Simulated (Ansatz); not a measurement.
**Worked example: SiH3F + C2HF2Sn → SiH3 + C2HF3Sn**

Species: SiH3F `F[SiH3]`, singlet; C2HF2Sn `C#[C][Sn]([F])[F]`, doublet; SiH3 (silyl radical) `[SiH3]`, doublet; C2HF3Sn `C#[C][Sn]([F])([F])[F]`, singlet. A radical takes F: the energy is the difference in strength between the Si–F bond broken and the Sn–F bond made.

Shapes, held fixed at every level: PBE0-D4/def2-TZVP. Programs: Ansatz 0.2.0. The zero-point and thermal change to 298 K, harmonic and unscaled (PBE0-D4/def2-TZVP), is -6.0 kJ/mol.

At CCSD(T)/def2-TZVPP; 1 Eh = 2625.50 kJ/mol:

```
species  energy (Eh)
  SiH3F  -390.646953
C2HF2Sn  -489.777132
   SiH3  -290.783840
C2HF3Sn  -589.582666
```

**Question.** Work out ΔH(298 K) of the reaction at this level.

**Answer.** 
1. Products less reactants: (-290.783840) + (-589.582666) − [(-390.646953) + (-489.777132)] = 0.057579 Eh = +151.2 kJ/mol.
2. With the thermal change: +151.2 + (-6.0) = +145.2 kJ/mol.

Other levels give +147.2 (CCSD/def2-TZVPP) to +158.6 kJ/mol (SPW92/def2-TZVPP). No measured value is set beside it here. Open shells run unrestricted unless RO is named. For atoms past krypton def2 sets carry core potentials with scalar relativity. Correlated rows may include outer-core shells of Sn, which these sets cover unevenly.
